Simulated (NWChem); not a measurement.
All runs are NWChem calculations. System: CHI2, charge 1, spin multiplicity 1, at the geometry of a parent with another charge or spin, in a state set for the comparison that need not be this species' ground state. Level: MP2/def2-SVPD with def2 effective core potentials on I, 9 core orbitals frozen.

The NWChem input:

```
start mol
memory heap 200 mb stack 900 mb global 1100 mb
charge 1
geometry units angstroms nocenter noautoz
  I      0.069073    -0.002926     1.812305
  C     -0.891137     0.063675     0.000000
  I      0.069073    -0.002926    -1.812305
  H     -1.974915    -0.071843     0.000000
  symmetry group Cs
end
basis spherical
  * library def2-svpd
end
ecp
  I library def2-ecp
end
scf
  rhf
  nopen 0
  maxiter 100
  thresh 1e-7
  semidirect memsize 60000000 filesize 0
end
mp2
  freeze core 9
end
task mp2 energy
```

Output (cleaned and shortened):

```
             Northwest Computational Chemistry Package (NWChem) 7.3.0
             --------------------------------------------------------

                                NWChem Input Module
                                -------------------

 Scaling coordinates for geometry "geometry" by  1.889725989
 (inverse scale =  0.529177249)

 Turning off AUTOSYM since
 SYMMETRY directive was detected!

                             Geometry "geometry" -> ""
                             -------------------------

 Output coordinates in angstroms (scale by  1.889725989 to convert to a.u.)

  No.       Tag          Charge          X              Y              Z
 ---- ---------------- ---------- -------------- -------------- --------------
    1 I                   53.0000     0.06907300    -0.00292600     1.81230500
    2 C                    6.0000    -0.89113700     0.06367500     0.00000000
    3 I                   53.0000     0.06907300    -0.00292600    -1.81230500
    4 H                    1.0000    -1.97491500    -0.07184300     0.00000000

 Effective nuclear repulsion energy (a.u.)     597.5464273180

            Nuclear Dipole moment (a.u.)
            ----------------------------
        X                 Y               Z
 ---------------- ---------------- ----------------
     0.0000018897     0.0000963760     0.0000000000

      Symmetry information
      --------------------

 Group name             Cs
 Group number              2
 Group order               2
 No. of unique centers     3

      Symmetry unique atoms

     1    2    4


 Summary of "ao basis" -> "" (spherical)
 ------------------------------------------------------------------------------
       Tag                 Description            Shells   Functions and Types
 ---------------- ------------------------------  ------  ---------------------
 *                         def2-svpd                  on all atoms

 Summary of "ao basis" -> "ao basis" (spherical)
 ------------------------------------------------------------------------------
       Tag                 Description            Shells   Functions and Types
 ---------------- ------------------------------  ------  ---------------------
 I                         def2-svpd                13       35   5s5p3d
 C                         def2-svpd                 8       20   4s2p2d
 H                         def2-svpd                 4        8   2s2p

                                 NWChem SCF Module
                                 -----------------

  ao basis        = "ao basis"
  functions       =    98
  atoms           =     4
  closed shells   =    28
  open shells     =     0
  charge          =   1.00
  wavefunction    = RHF
  use symmetry    = T
  symmetry adapt  = T

 Summary of "ao basis" -> "ao basis" (spherical)
 ------------------------------------------------------------------------------
       Tag                 Description            Shells   Functions and Types
 ---------------- ------------------------------  ------  ---------------------
 I                         def2-svpd                13       35   5s5p3d
 C                         def2-svpd                 8       20   4s2p2d
 H                         def2-svpd                 4        8   2s2p

      Symmetry analysis of basis
      --------------------------

        a'         55
        a"         43

 Forming initial guess at       0.1s

      Superposition of Atomic Density Guess
      -------------------------------------
[...]
    44      0.479220  2 C  py                41      0.465060  2 C  py
    16     -0.294874  1 I  py                71     -0.294874  3 I  py
    13     -0.246621  1 I  py                68     -0.246621  3 I  py

 Vector   30  Occ=0.000000D+00  E=-1.504925D-01  Symmetry=a'
              MO Center= -5.4D-02,  1.2D-02,  8.3D-13, r^2= 7.2D+00
   Bfn.  Coefficient  Atom+Function         Bfn.  Coefficient  Atom+Function
  ----- ------------  ---------------      ----- ------------  ---------------
    38      0.617313  2 C  s                 17      0.447444  1 I  pz
    72     -0.447444  3 I  pz                37      0.371393  2 C  s
    43      0.294920  2 C  px                14      0.267635  1 I  pz
    69     -0.267635  3 I  pz                40      0.187990  2 C  px
    15      0.176590  1 I  px                70      0.176590  3 I  px

 Vector   31  Occ=0.000000D+00  E=-8.683866D-02  Symmetry=a"
              MO Center=  5.2D-01, -4.5D-02,  7.7D-13, r^2= 1.2D+01
   Bfn.  Coefficient  Atom+Function         Bfn.  Coefficient  Atom+Function
  ----- ------------  ---------------      ----- ------------  ---------------
    20      0.560181  1 I  pz                75      0.560181  3 I  pz
    45      0.467417  2 C  pz                42      0.356123  2 C  pz
    17      0.321918  1 I  pz                72      0.321918  3 I  pz
     4     -0.295967  1 I  s                 59      0.295967  3 I  s
    18      0.219624  1 I  px                73     -0.219624  3 I  px

 center of mass
 --------------
 x =   0.03432823 y =  -0.00036070 z =   0.00000000

 moments of inertia (a.u.)
 ------------------
        2977.024575956200           2.100834564014           0.000000000000
           2.100834564014        3028.901964633433           0.000000000000
           0.000000000000           0.000000000000          52.277484018295

  Mulliken analysis of the total density
  --------------------------------------

    Atom       Charge   Shell Charges
 -----------   ------   -------------------------------------------------------
    1 I   25    24.34   1.83  0.22  1.28  0.63 -0.02  2.94  3.11  2.50  1.80  0.00  9.83  0.23 -0.01
    2 C    6     6.45   1.99  1.00  0.35 -0.12  1.67  1.30  0.03  0.22
    3 I   25    24.34   1.83  0.22  1.28  0.63 -0.02  2.94  3.11  2.50  1.80  0.00  9.83  0.23 -0.01
    4 H    1     0.88   0.71  0.09  0.03  0.05

       Multipole analysis of the density wrt the origin
       ------------------------------------------------

     L   x y z        total         open         nuclear
     -   - - -        -----         ----         -------
     0   0 0 0      1.000000      0.000000     57.000000

     1   1 0 0     -0.573313      0.000000     -7.309625
     1   0 1 0     -0.030815      0.000000      0.309739
     1   0 0 1      0.000000      0.000000      0.000000

     2   2 0 0    -38.452828      0.000000     31.795307
     2   1 1 0     -0.142297      0.000000     -0.745211
     2   1 0 1     -0.000000      0.000000      0.000000
     2   0 2 0    -41.846272      0.000000      0.106834
     2   0 1 1     -0.000000      0.000000      0.000000
     2   0 0 2    -26.890404      0.000000    586.449004

                   NWChem MP2 Semi-direct Energy/Gradient Module
                   ---------------------------------------------

  Basis functions       =     98
  Molecular orbitals    =     98
  Frozen core           =      9
  Frozen virtuals       =      0
  Active alpha occupied =     19
  Active beta occupied  =     19
  Active alpha virtual  =     70
  Active beta virtual   =     70
  Use MO symmetry       = T
  Use skeleton AO sym   = T

  AO/Fock/Back tols     =   1.0D-09  1.0D-09  1.0D-09

 GA uses MA = F    GA memory limited = T

 Available:
  local mem=  1.26D+08
 global mem=  1.44D+08
 local disk=  0.00D+00
  mp2_memr nvloc                    70
  nvloc new                    70
   1 passes of  19:        3145728                      53507                  21550264.
   1 passes of  19: M    126147269           G      144159992           F     123001541.

 Semi-direct pass number   1 of   1  for RHF alpha+beta  at        1.4s
  vrange nnbf                  4762
  mp2_eaftype                    82  avail_ma_in_mb                  1099
 EAF : mp2_eaftype filesize          82   10775132.
  mp2_eaf for mointskh                     82
Node 0 wrote     50.7 Mb in      0.0 s     Agg I/O rate:  3586.0 Mb/s
 Done moints_semi at        3.6s
  mp2_eaftype                    82  avail_ma_in_mb                  1017
 EAF : mp2_eaftype filesize          82   10775132.
  mp2_eaf for kh                    82
 Done maket at        3.8s
 Done multipass loop at        3.8s

          -------------------------------------------
          SCF energy                -631.366775225889
          Correlation energy          -0.390920140291
          Singlet pairs               -0.222878160047
          Triplet pairs               -0.168041980244
          Total MP2 energy          -631.757695366180
          -------------------------------------------

          ---------------------------------------------------
                    Spin Component Scaled (SCS) MP2
          Same spin pairs                     -0.112027986829
          Same spin scaling factor             0.333333333333
          Opposite spin pairs                 -0.278892153461
          Opposite spin scaling fact.          1.200000000000
          SCS-MP2 correlation energy          -0.372013246430
          Total SCS-MP2 energy              -631.738788472319
          ---------------------------------------------------

 -----------------------
 Performance information
 -----------------------

 Timer overhead =  1.39D-07 seconds/call

               Nr. of calls         CPU time (s)                 Wall time (s)                GFlops
             ---------------    -------------------     ------------------------------   -------------------
Name         Min   Avg   Max    Min     Avg     Max     Min     Avg     Max   Mx/calls   Min     Max     Sum
mp2: moin     1     1     1    2.2     2.2     2.2      2.2     2.2     2.2     2.2      0.0     0.0     0.0
mp2: make     1     1     1   0.14    0.14    0.14     0.14    0.14    0.14    0.14      0.0     0.0     0.0
mp2: tota     1     1     1    2.4     2.4     2.4      2.4     2.4     2.4     2.4      0.0     0.0     0.0

 The average no. of pstat calls per process was 3.00D+00
 with a timing overhead of 4.16D-07s

 Task  times  cpu:        3.8s     wall:        3.8s

 Total times  cpu:        3.8s     wall:        3.8s
```
